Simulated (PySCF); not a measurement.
A GIAO shielding run with PySCF 2.14.0 with density-fitted response routines (density fitting, non-relativistic, gas phase) on `C[C@@H]1C=C1O[SiH3]`, C4H8OSi:

```
$ OMP_NUM_THREADS=1 python probes_run.py task.json out

{"job": {"kind": "nmr", "xc": "PBE0", "basis": "6-31G", "pop": true}, "charge": 0, "multiplicity": 1}
C      1.803929     1.660426     0.014796
C      0.879986     0.856624     0.906687
C      1.197753    -0.583152     1.312946
C      0.237435    -0.405522     0.459797
O     -0.703282    -0.921399    -0.318835
Si    -1.575324     0.045446    -1.403758
H      2.571379     2.184042     0.607951
H      2.320595     1.008577    -0.706981
H      1.250791     2.428169    -0.552298
H      0.337911     1.486767     1.637131
H      1.841943    -1.202751     1.928331
H     -2.225126     1.171589    -0.675415
H     -2.587171    -0.864695    -1.996552
H     -0.658728     0.580522    -2.450943
```

Hardware: 1 thread of an Arm Neoverse V1, shared host. The job also computes population analyses, field gradients, ring-centre shieldings.

Question: How large is the calculation?

Answer: 54 electrons, 74 basis functions and 686 auxiliary functions.

Question: How long does it take, and how much memory does it need?

Answer: 7.2 s of wall time, with 14 SCF cycles and 5 response iterations; peak memory 0.49 GiB. Times on a shared host scatter by some tens of per cent.

Question: And these other runs on the same molecule and hardware: GIAO shielding at B3LYP/pcSseg-1; GIAO shielding at B97-D/pcSseg-1; GIAO shielding at BLYP/pcSseg-1; GIAO shielding at BP86/pcSseg-1; GIAO shielding at HF/pcSseg-1; GIAO shielding at KT2/pcSseg-1?

Answer: B3LYP/pcSseg-1: 149 functions, 13 s; B97-D/pcSseg-1: 149 functions, 21 s; BLYP/pcSseg-1: 149 functions, 21 s; BP86/pcSseg-1: 149 functions, 21 s; HF/pcSseg-1: 149 functions, 6.7 s; KT2/pcSseg-1: 149 functions, 22 s.
